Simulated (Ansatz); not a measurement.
Two isomers of C8H16: A = `C[C@H]1CC[C@H](C)CC1`, B = `C[C@@H]1CCCC[C@@H]1C`.

Gas-phase electronic energies from Ansatz, PBE0-D4/def2-TZVP geometries. CCSD(T)/CBS is the MP2 limit (def2-TZVPP, def2-QZVPP) plus CCSD(T) − MP2 in def2-TZVPP, frozen cores. Functionals use def2-TZVPP. B3LYP here is the variant with VWN-RPA as its local correlation; programs differ in this.

A:

Z-matrix (Å, degrees):
```
C
C 1 1.518
H 1 1.093 2 111.4
H 1 1.095 2 110.7 3 119.7
H 1 1.093 2 111.4 3 -120.6
C 2 1.524 1 111.6 3 -58.0
C 2 1.524 1 111.6 3 178.5
H 2 1.100 1 108.3 3 60.3
C 6 1.521 2 112.2 1 -178.9
H 6 1.095 2 109.9 1 58.0
H 6 1.099 2 108.6 1 -57.9
C 7 1.521 2 112.2 1 178.9
H 7 1.095 2 109.9 1 -58.0
H 7 1.099 2 108.6 1 57.9
C 9 1.524 6 112.2 2 55.6
H 9 1.095 6 110.3 2 178.5
H 9 1.099 6 109.4 2 -64.9
H 12 1.099 7 109.4 2 64.9
H 12 1.095 7 110.3 2 -178.5
C 15 1.518 9 111.6 6 -178.9
H 15 1.100 9 107.6 6 62.4
H 20 1.093 15 111.4 9 -178.5
H 20 1.093 15 111.4 9 -58.0
H 20 1.095 15 110.7 9 61.8
```

B:

Z-matrix (Å, degrees):
```
C
C 1 1.524
H 1 1.092 2 112.5
H 1 1.093 2 110.2 3 -119.7
H 1 1.092 2 111.6 3 120.9
C 2 1.530 1 111.7 3 66.1
C 2 1.537 1 113.7 3 -58.6
H 2 1.098 1 107.0 3 -176.5
C 6 1.523 2 112.7 1 -71.4
H 6 1.095 2 109.8 1 52.1
H 6 1.097 2 108.7 1 168.2
C 7 1.526 2 111.6 1 71.1
C 7 1.519 2 113.1 1 -55.5
H 7 1.100 2 105.9 1 -173.0
C 9 1.522 6 111.0 2 -55.9
H 9 1.094 6 109.9 2 -178.1
H 9 1.096 6 109.9 2 65.3
H 12 1.097 7 109.5 2 -66.6
H 12 1.095 7 109.3 2 177.7
H 13 1.094 7 111.4 2 -51.4
H 13 1.093 7 110.8 2 -171.5
H 13 1.093 7 111.5 2 69.1
H 15 1.098 9 109.0 6 -66.0
H 15 1.094 9 110.5 6 177.3
```

Which is lower in electronic energy at CCSD(T)/CBS, and by how much? (An estimate is asked.)

The calculation gave: A, by 10.5 kJ/mol.

Give E(B) − E(A) in kJ/mol with CCSD/def2-TZVPP, LDA (SPW92), B3LYP, PBE0-D4, ωB97M-V, HF/def2-TZVPP, BLYP-D4. (Estimate.)

The calculation gave: CCSD/def2-TZVPP 10.8, LDA (SPW92) 10.2, B3LYP 15.2, PBE0-D4 10.8, ωB97M-V 10.2, HF/def2-TZVPP 17.2, BLYP-D4 9.7. None reverses the order clearly.

Largest T1 diagnostic: 0.009.

Leaving LDA and LC-ωPBE aside and taking each functional with its dispersion term where it has one, the values, not all of them listed here, spread over 4.1 kJ/mol, from revPBE-D4 to B2PLYP. LDA lies −3.6 kJ/mol from PBE without D4. In def2-TZVPP, CCSD(T) changes the Hartree–Fock value by −7.3 kJ/mol (the triples alone add −0.9 kJ/mol) and MP2 by −7.7 kJ/mol.
